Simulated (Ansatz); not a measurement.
A nudged elastic band was laid between two geometries of C$_{2}$H$_{3}$BFN (8 atoms, charge 0, multiplicity 1).

Level of theory: UKS PBE/6-31G* (Ansatz).

- movable images: 9
- climbing image: yes
- spring: 5.0 eV/Å²
- optimiser: quadratic models (default)
- start path: through a guess of the saddle point
- force threshold: 0.03 eV/Å
- iteration limit: 60
- end points: relaxed

First end point:

```xyz
8
Properties=species:S:1:pos:R:3
C -0.341 -0.660 0.734
B 0.444 -0.095 -0.491
F 1.309 -0.835 -1.189
C 0.259 1.377 -0.969
N 0.083 2.493 -1.292
H -1.431 -0.558 0.574
H -0.107 -1.716 0.940
H -0.123 -0.062 1.639
```

Last end point:

```xyz
8
Properties=species:S:1:pos:R:3
C -0.341 -0.659 0.734
B 0.596 0.040 -0.299
F 1.860 -0.344 -0.494
C 0.101 1.236 -1.168
N -0.319 2.134 -1.800
H -0.727 0.075 1.466
H -1.238 -1.063 0.227
H 0.158 -1.477 1.278
```

Task: Which bonds break or form, and what moves?

Result: No bond is made or broken.  The two ends are copies of one structure, up to a mirror image or an exchange of like atoms.

Task: Give the energies along the band, and the barrier.

Result: The run converged. The highest image is number 4 of 0 to 10, 0.011 eV above the ends, which have the same energy within 2 meV. A vibrational analysis at the climbing image gives one clearly imaginary mode, 77i cm⁻¹: a first-order saddle point.

| image | path coordinate (Å) | energy (eV) |
| --- | --- | --- |
| 0 | 0.00 | 0.000 |
| 1 | 0.37 | 0.001 |
| 2 | 0.73 | 0.005 |
| 3 | 1.10 | 0.009 |
| 4 | 1.46 | 0.011 |
| 5 | 1.72 | 0.010 |
| 6 | 1.98 | 0.008 |
| 7 | 2.23 | 0.005 |
| 8 | 2.49 | 0.002 |
| 9 | 2.75 | 0.001 |
| 10 | 3.01 | 0.000 |

Task: What is the geometry of the highest image?

Result: 
```xyz
8
Properties=species:S:1:pos:R:3
C -0.390 -0.641 0.722
B 0.532 -0.005 -0.367
F 1.680 -0.592 -0.722
C 0.189 1.327 -1.095
N -0.113 2.339 -1.611
H -1.316 -0.078 0.908
H -0.654 -1.675 0.433
H 0.164 -0.731 1.676
```

The band took 17 iterations and about 8 core-minutes.

Run time: 4.3 min on 2 threads of Arm Neoverse V1 (shared host), peak memory 0.13 GiB.
